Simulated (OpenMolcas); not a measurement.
# d2 ions of charge +3 down a group with 4 fluoride ligands in tetrahedral coordination

| Quantity | Value |
| --- | --- |
| Program | OpenMolcas 26.06 |
| Method | CASSCF |
| Spin-orbit coupling | RASSI with atomic mean-field integrals over the reference wave functions |

The d shell is active. Anionic complexes are neutralised by point charges behind the ligands. Distances were set from a Shannon-type radius of the metal (high-spin where two are listed) plus a fixed donor radius (F 1.31 Å). Ligand basis ANO-RCC-VDZP, DKH2 Hamiltonian. States (labels of Td). Energies in cm-1 above the lowest state or level, χT in cm3 K/mol; 10Dq and B are least-squares fits to the states below 45000 cm-1, weighted by degeneracy, with a free offset, and given where the rms deviation is under 5 % of |10Dq| (or 100 cm-1) and under 700 cm-1; 10Dq is negative for this site. Spin-only χT is S(S+1) / 2 for the spin of the ground state.

```json
{"Ion": "V3+", "Shell": "3d2", "R (Å)": "1.82", "Metal basis": "ANO-RCC-VTZP", "Outer charge (e at Å behind ligand)": "0.25 at 3.2", "Ground state": "3A2", "First state of that spin": "3T2 8126", "10Dq": "-7866", "B (rms of fit)": "943 (315)", "First gap with spin-orbit (degeneracies)": "8064 (3, 1)", "χT at 300 K": "0.980", "First state of another spin": "1E 14500", "Spin-only χT": "1.000"}
{"Ion": "Nb3+", "Shell": "4d2", "R (Å)": "1.9", "Metal basis": "ANO-RCC-VDZP", "Outer charge (e at Å behind ligand)": "0.25 at 2.4", "Ground state": "3A2", "First state of that spin": "3T2 11886", "10Dq": "", "B (rms of fit)": "", "First gap with spin-orbit (degeneracies)": "10163 (3, 2)", "χT at 300 K": "0.893", "First state of another spin": "1E 10431", "Spin-only χT": "1.000"}
```

The rows also differ in their metal basis and outer charges, so part of each step comes from that.

χT departs most from the spin-only value for Nb3+, by -0.107 cm3 K/mol.

Without dynamic correlation the repulsion within the d shell is too large (B by tens of per cent), so at a given field states of lower spin stand too high. Ligand-to-metal charge-transfer states are missing. With no ligand orbital active B as a rule stays too high, so bands that hang on it stand too high and its fall with covalency is understated. With metal d orbitals alone and no dynamic correlation the field as a rule comes out too small, by tens of per cent, by up to half for chloride and softer ligands (holds for V3+). The least metal-like active orbital is 76 % on the metal (Löwdin) and no ligand orbital is active, so the numbers are rough (holds for Nb3+). With metal d orbitals alone the field can be off either way by tens of per cent (holds for Nb3+). No measured value stands beside these numbers; the geometry was imposed, not optimised, and the real ion may take another.
